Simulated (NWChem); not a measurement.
System: GaH₂I; SMILES [GaH2][I]

Input file for NWChem:

```
start job
memory heap 200 mb stack 900 mb global 1100 mb
geometry units angstroms noautoz
  Ga     0.000000     0.000000    -1.555029
  H      0.000000     1.404872    -2.234167
  H      0.000000    -1.404872    -2.234167
  I      0.000000     0.000000     0.940194
end
basis spherical
  * library def2-tzvp
end
ecp
  I library def2-ecp
end
dft
  xc bhlyp
  iterations 150
  vectors input atomic output neutral.movecs
end
task dft energy
charge 1
dft
  odft
  mult 2
  vectors input atomic output cation.movecs
end
task dft energy
```

Geometry: optimised at PBE0/def2-SVP. def2 effective core potentials on I; no spin-orbit coupling.

Ions are spin-unrestricted doublets at the neutral geometry; other ion states weren't tried.

**Question.** Predict the main results of this run. (BHandHLYP/def2-TZVP with def2 effective core potentials on I, vertical spin-unrestricted ions.) Quantities: vertical ionisation energy, ΔSCF (eV); −ε(HOMO) (eV).

**Answer.** vertical ionisation energy, ΔSCF (eV): 9.63
−ε(HOMO) (eV): 8.42
